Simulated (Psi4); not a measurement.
B$_{2}$ (SMILES [B][B]), triplet, at a GFN2-xTB geometry, atoms displaced at random by about 0.03 Å a coordinate; R2SCAN/STO-3G, gradient (Psi4).

Here is a job for Psi4.
```
memory 2 GB

molecule mol {
0 3
  B    -0.012755    0.022096   -0.709826
  B     0.026135    0.015659    0.667506
symmetry c1
no_reorient
no_com
}

set basis sto-3g
set reference uks

gradient('r2scan')
print_variables()
```

It wrote (shortened):

```
gradient() will perform analytic gradient computation.

   => Loading Basis Set <=

    Name: STO-3G
    Role: ORBITAL
    Keyword: BASIS

         ---------------------------------------------------------
                                   SCF
               by Justin Turney, Rob Parrish, Andy Simmonett
                          and Daniel G. A. Smith
                              UKS Reference
         ---------------------------------------------------------

  ==> Geometry <==

    Molecular point group: c1
    Full point group: C1

    Geometry (in Angstrom), charge = 0, multiplicity = 3:

       Center              X                  Y                   Z               Mass
    ------------   -----------------  -----------------  -----------------  -----------------
         B           -0.012755000000     0.022096000000    -0.709826000000    11.009305360000
         B            0.026135000000     0.015659000000     0.667506000000    11.009305360000

  Running in c1 symmetry.

  Rotational constants: A =   1888.75537  B =      1.61149  C =      1.61012 [cm^-1]
  Rotational constants: A = 56623461.43937  B =  48311.30879  C =  48270.12457 [MHz]
  Nuclear repulsion =    9.601182201542221

  Charge       = 0
  Multiplicity = 3
  Electrons    = 10
  Nalpha       = 6
  Nbeta        = 4

  ==> Algorithm <==

  SCF Algorithm Type is DF.
  DIIS enabled.
  MOM disabled.
  Fractional occupation disabled.
  Guess Type is SAD.
  Energy threshold   = 1.00e-08
  Density threshold  = 1.00e-08
  Integral threshold = 1.00e-12

  ==> Primary Basis <==

  Basis Set: STO-3G
    Blend: STO-3G
    Number of shells: 6
    Number of basis functions: 10
    Number of Cartesian functions: 10
    Spherical Harmonics?: true
    Max angular momentum: 1

  ==> DFT Potential <==

   => LibXC <=

    Version 7.1.2
    S. Lehtola, C. Steigemann, M. J. T. Oliveira, and M. A. L. Marques,  SoftwareX 7, 1–5 (2018) (10.1016/j.softx.2017.11.002)

   => Composite Functional: R2SCAN <=

    r2SCAN Meta-GGA XC Functional  (0.1021/acs.jpclett.0c02405)
    J. W. Furness, A. D. Kaplan, J. Ning, J. P. Perdew, J. Sun  J. Phys. Chem. Lett.  11, 8208–8215, 2020

    Deriv               =              1
    GGA                 =           TRUE
    Meta                =           TRUE

    Exchange Hybrid     =          FALSE
    MP2 Hybrid          =          FALSE

   => Exchange Functionals <=

    1.0000   XC_MGGA_X_R2SCAN

   => Correlation Functionals <=

    1.0000   XC_MGGA_C_R2SCAN

   => LibXC Density Thresholds  <==

    XC_MGGA_C_R2SCAN:  1.00E-15
    XC_MGGA_X_R2SCAN:  1.00E-11

   => Molecular Quadrature <=

    Radial Scheme          =       TREUTLER
    Pruning Scheme         =           NONE
    Nuclear Scheme         =       TREUTLER

    Blocking Scheme        =         OCTREE
    BS radius alpha        =              1
    Pruning alpha          =              1
    Radial Points          =             75
    Spherical Points       =            302
    Total Points           =          40676
    Total Blocks           =            374
    Max Points             =            251
    Max Functions          =             10
    Weights Tolerance      =       1.00E-15

   => Loading Basis Set <=

    Name: (STO-3G AUX)
    Role: JKFIT
    Keyword: DF_BASIS_SCF

  ==> Integral Setup <==

  SCF_SUBTYPE=INCORE selected. In-core MEM_DF algorithm will be used.
  Using in-core AOs.

  ==> MemDFJK: Density-Fitted J/K Matrices <==

    J tasked:                   Yes
    K tasked:                    No
    wK tasked:                   No
    Algorithm:                 Core
    Schwarz Cutoff:           1E-12
    Mask sparsity (%):       0.0000
    Fitting Condition:        1E-10

   => Auxiliary Basis Set <=

  Basis Set: (STO-3G AUX)
    Blend: DEF2-UNIVERSAL-JKFIT
    Number of shells: 50
    Number of basis functions: 150
    Number of Cartesian functions: 178
    Spherical Harmonics?: true
    Max angular momentum: 4

[...]
  @DF-UKS Final Energy:   -48.64968297140568
    Total Energy =                        -48.6496829714056815
[...]
 Dipole X            :         -0.1264226            0.1264227            0.0000001
 Dipole Y            :         -0.3567331            0.3567330           -0.0000000
 Dipole Z            :          0.3998681           -0.3998660            0.0000020
 Magnitude           :                                                    0.0000020

 ------------------------------------------------------------------------------------

         ------------------------------------------------------------
                                   SCF GRAD
                          Rob Parrish, Justin Turney,
                       Andy Simmonett, and Alex Sokolov
         ------------------------------------------------------------

  ==> Geometry <==

    Molecular point group: c1
    Full point group: C1

    Geometry (in Angstrom), charge = 0, multiplicity = 3:

       Center              X                  Y                   Z               Mass
    ------------   -----------------  -----------------  -----------------  -----------------
         B           -0.012755000000     0.022096000000    -0.709826000000    11.009305360000
         B            0.026135000000     0.015659000000     0.667506000000    11.009305360000

  Nuclear repulsion =    9.601182201542221

  ==> Basis Set <==

  Basis Set: STO-3G
    Blend: STO-3G
    Number of shells: 6
    Number of basis functions: 10
    Number of Cartesian functions: 10
    Spherical Harmonics?: true
    Max angular momentum: 1

  ==> DFJKGrad: Density-Fitted SCF Gradients <==

    Gradient:                    1
    J tasked:                  Yes
    K tasked:                   No
    wK tasked:                  No
    Integrals threads:           1
    Schwarz Cutoff:          1E-12
    Fitting Condition:       1E-10

   => Auxiliary Basis Set <=

  Basis Set: (STO-3G AUX)
    Blend: DEF2-UNIVERSAL-JKFIT
    Number of shells: 50
    Number of basis functions: 150
    Number of Cartesian functions: 178
    Spherical Harmonics?: true
    Max angular momentum: 4

  ==> DFT Potential <==

   => LibXC <=

    Version 7.1.2
    S. Lehtola, C. Steigemann, M. J. T. Oliveira, and M. A. L. Marques,  SoftwareX 7, 1–5 (2018) (10.1016/j.softx.2017.11.002)

   => Composite Functional: R2SCAN <=

    r2SCAN Meta-GGA XC Functional  (0.1021/acs.jpclett.0c02405)
    J. W. Furness, A. D. Kaplan, J. Ning, J. P. Perdew, J. Sun  J. Phys. Chem. Lett.  11, 8208–8215, 2020

    Deriv               =              1
    GGA                 =           TRUE
    Meta                =           TRUE

    Exchange Hybrid     =          FALSE
    MP2 Hybrid          =          FALSE

   => Exchange Functionals <=

    1.0000   XC_MGGA_X_R2SCAN

   => Correlation Functionals <=

    1.0000   XC_MGGA_C_R2SCAN

   => LibXC Density Thresholds  <==

    XC_MGGA_C_R2SCAN:  1.00E-15
    XC_MGGA_X_R2SCAN:  1.00E-11

   => Molecular Quadrature <=

    Radial Scheme          =       TREUTLER
    Pruning Scheme         =           NONE
    Nuclear Scheme         =       TREUTLER

    Blocking Scheme        =         OCTREE
    BS radius alpha        =              1
    Pruning alpha          =              1
    Radial Points          =             75
    Spherical Points       =            302
    Total Points           =          40676
    Total Blocks           =            374
    Max Points             =            251
    Max Functions          =             10
    Weights Tolerance      =       1.00E-15

  -Total Gradient:
     Atom            X                  Y                   Z
    ------   -----------------  -----------------  -----------------
       1        0.004752129269    -0.000786563541     0.168301869629
       2       -0.004752129234     0.000786563535    -0.168301868394

  Variable Map:
  ----------------------------------------------------------------------------
[...]
  Array Variable Map:
  ----------------------------------------------------------------------------
[...]
[...]
```
